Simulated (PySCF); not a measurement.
## Removing the step error of a finite difference

System: C2H10AlNSi, singlet, at the geometry of the source list. Level: PySCF with HF/6-31G, polarisability. Sums are taken with unrounded values, so a last digit can differ.

Second differences of the energy in a field along z gave a polarisability along z of 61.791 bohr³ at step 0.005 and 62.454 bohr³ at step 0.05 (atomic units).

Task: Extrapolate to zero step.

Result: The leading error of a symmetric difference goes as h², so A(h) = A0 + c h². Then c = (62.454 - (61.791))/(0.05² - 0.005²) = 268 (atomic units) and A0 = 61.791 - c × 0.005² = 61.784 bohr³. The analytic value from the same program and level is 61.785 bohr³: the smaller step missed it by 0.006, the extrapolation by 0.000.
